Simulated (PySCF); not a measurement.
Computed IR spectrum (relative IR intensity) of a molecule C3HBrClF. Geometry: ωB97X-D3(BJ)/def2-SVP. One conformer was computed; it need not be the lowest. All values below come from ωB97X-D3(BJ)/def2-SVP run with PySCF. Frequencies are harmonic and unscaled.

Lines under 2 % of the strongest are left out, and lines within 2 cm⁻¹ are merged.

ν (cm⁻¹): 512 (vw), 677 (m), 892 (s), 1104 (s), 1268 (w), 1477 (m), 2128 (vs) (against the strongest line: vs over 80 %, s over 45 %, m over 15 %, w over 4 %, vw less)

Question: Identify the compound among the candidates.
(A) FC(Br)=C=CCl
(B) FC(Cl)=C=CBr
(C) FC=C=C(Cl)Br

Answer: C, FC=C=C(Cl)Br
